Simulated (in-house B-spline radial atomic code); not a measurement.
K⁺. Computed with a B-spline radial atomic code. Model: all-electron spherical atom, spin shells full or empty, radial basis limit, no spin-orbit coupling, Breit or QED, empty-state partial waves extrapolated as (l+1/2)^-4, RPA, G0W0 and static COHSEX of the highest shell as one setting changes (uncorrelated shells keep exact exchange).

Empty levels are discrete states of a finite basis, so the steps are uneven.

Given: element K; charge 1; filled core Ne; hamiltonian one-electron scalar X2C; mean-field start Hartree-Fock; highest l of empty states 9; nuclear rms radius 3.4349 fm; lowest nl shells left uncorrelated 1; highest mean-field shell 3p; box radius 23.78 bohr.

Shell: 3s 1 1, 3p 3 3 (electrons up and down).

```tsv
highest empty level kept (hartree)	RPA correlation energy (hartree)	G0W0 level (eV)	G0W0 minus most complete (meV)	COHSEX level (eV)	linearised minus solved G0W0 (meV)
1.33	-0.14955	-31.058	1113.6	-31.585	-0.3
2.67	-0.21499	-31.22	951.6	-32.058	-0.2
4.67	-0.2773	-31.439	732.8	-32.593	-0.1
8	?	?	?	?	?
13.33	-0.43575	-31.862	309.7	-33.684	0
24	-0.53809	-31.995	176.7	-34.023	0
40	-0.64005	-32.063	108.8	-34.197	0
80	-0.73235	-32.116	55.8	-34.333	-0.1
160	?	?	?	?	?
333.33	-0.84874	-32.165	6.7	-34.479	-0.1
800	-0.86167	-32.17	1.3	-34.493	-0.1
2666.7	-0.86438	-32.171	0	-34.496	-0.1
```

Question: What follows for highest empty level kept = 8?

Answer: RPA correlation energy -0.36245 hartree; G0W0 level -31.714 eV; G0W0 minus most complete 457.8 meV; COHSEX level -33.289 eV; linearised minus solved G0W0 0 meV.

Question: What follows for highest empty level kept = 160?

Answer: RPA correlation energy -0.8144 hartree; G0W0 level -32.151 eV; G0W0 minus most complete 20.7 meV; COHSEX level -34.436 eV; linearised minus solved G0W0 -0.1 meV.
